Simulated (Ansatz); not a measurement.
Geometry optimisation, Ansatz 0.2.0, DFT PBE-D3(BJ), scalar-relativistic, plane waves, PAW.

Input file:

```yaml
accuracy: low
crystal:
  lattice:
    - [7.281708, 0.0, 0.0]
    - [0.0, 7.281708, 0.0]
    - [0.0, 0.0, 7.281708]
  atoms:
    - { symbol: O, position: [0.3170813, 0.6397015, 0.5062755] }
    - { symbol: H, position: [0.2513919, 0.717822, 0.420984] }
    - { symbol: H, position: [0.3448811, 0.5307338, 0.4352417] }
    - { symbol: O, position: [0.3522368, 0.0585907, 0.3077939] }
    - { symbol: H, position: [0.3688544, 0.0889128, 0.1793532] }
    - { symbol: H, position: [0.3850543, -0.0701102, 0.3149805] }
    - { symbol: O, position: [0.1004554, 0.8676598, 0.1923504] }
    - { symbol: H, position: [0.0966651, 0.8762186, 0.0596667] }
    - { symbol: H, position: [0.1756909, 0.7604486, 0.2155441] }
    - { symbol: O, position: [0.6702939, 0.3689852, 0.130918] }
    - { symbol: H, position: [0.723839, 0.2952224, 0.0340442] }
    - { symbol: H, position: [0.5880304, 0.2852084, 0.1934218] }
    - { symbol: O, position: [0.8733963, 0.0990999, 0.1577704] }
    - { symbol: H, position: [0.9044433, 0.0950545, 0.0284944] }
    - { symbol: H, position: [0.8305725, -0.0239737, 0.184446] }
    - { symbol: O, position: [0.5380286, 1.0274135, 0.7143863] }
    - { symbol: H, position: [0.6577594, 0.9695148, 0.7165919] }
    - { symbol: H, position: [0.4857495, 0.9977489, 0.8330433] }
    - { symbol: O, position: [0.2184579, 0.4038554, 0.0911769] }
    - { symbol: H, position: [0.2723742, 0.5196296, 0.1283514] }
    - { symbol: H, position: [0.1349856, 0.4372366, -0.0068569] }
    - { symbol: O, position: [0.1041926, 0.0924092, 0.7380703] }
    - { symbol: H, position: [0.0779033, 0.1619439, 0.6277691] }
    - { symbol: H, position: [0.2116164, 0.1521325, 0.7889213] }
    - { symbol: O, position: [0.4126645, 0.5029765, 0.8087249] }
    - { symbol: H, position: [0.4749536, 0.5016536, 0.6912052] }
    - { symbol: H, position: [0.3852377, 0.631517, 0.8291619] }
    - { symbol: O, position: [0.8373349, 0.6087691, 0.2896643] }
    - { symbol: H, position: [0.8083776, 0.6382876, 0.1632416] }
    - { symbol: H, position: [0.862626, 0.4782047, 0.2872418] }
    - { symbol: Cl, position: [0.7699774, 0.345905, 0.6565574] }
    - { symbol: H, position: [0.7184016, 0.2799391, 0.5020031] }
basis:
  ecutwfc: 420.0
kpoints:
  mp_grid: { grid: [1, 1, 1] }
hamiltonian:
  xc: pbe
  dispersion: d3bj
scf:
  occupations: { method: fermi_dirac, width: 0.05 }
  lower_state_search: "off"
relax:
  f_tol: 0.3
  max_steps: 15
  adjacent_minimum: "off"
```

Run as:

```bash
$ ansatz run input.yaml --threads 1 --pin off --max-ram 3072MiB --backend cpu --events-out ev --progress --plain --runs-dir out
```

Problem. Where does it end, and by what steps?

Solution. It did not converge within its limit. Limits of this set-up: coarse k mesh, low accuracy level. After 14 steps the energy has fallen by 5.882 eV; H5 moved furthest, 1.43 Å.

```csv
step,energy less start (eV),largest force component (eV/Å),accepted
0,0.0000,1.261,yes
1,-1.0047,1.363,yes
2,-1.7829,2.754,yes
3,-2.6323,1.869,yes
4,-3.3685,1.495,yes
5,-3.7910,2.699,yes
6,-4.2286,0.791,yes
7,-4.4818,1.248,yes
8,-4.7083,1.023,yes
9,-4.9602,1.234,yes
10,-5.1749,0.859,yes
11,-5.3797,0.808,yes
12,-5.5189,0.908,yes
13,-5.6996,0.697,yes
14,-5.8825,0.843,yes
```

```xyz
32
Lattice="7.2817 0.0000 0.0000 0.0000 7.2817 0.0000 0.0000 0.0000 7.2817" Properties=species:S:1:pos:R:3
O 2.178 4.912 3.642
H 1.372 5.460 3.726
H 2.011 4.359 2.838
O 2.864 1.021 2.656
H 2.322 1.712 2.186
H 2.557 0.161 2.296
O 1.184 6.445 1.054
H 1.724 6.232 0.259
H 0.676 5.629 1.261
O 4.586 2.594 0.724
H 5.332 2.008 0.437
H 4.078 1.986 1.306
O 6.355 0.668 -0.094
H 6.953 0.756 -0.876
H 6.939 0.160 0.517
O 3.644 7.056 6.212
H 3.947 6.603 5.391
H 4.478 7.448 6.574
O 1.735 3.135 1.387
H 2.210 3.315 0.519
H 0.782 3.109 1.115
O 1.087 0.513 5.302
H 1.160 1.031 4.474
H 2.021 0.491 5.640
O 2.663 3.679 6.104
H 3.574 3.326 6.080
H 2.507 4.072 5.211
O 6.417 4.595 1.817
H 5.639 4.553 1.214
H 6.196 3.872 2.478
Cl 5.395 1.996 4.065
H 4.300 1.514 3.472
```

Run time: 33 s on 1 thread of Arm Neoverse V2, with other jobs on the host, peak memory 0.39 GiB.
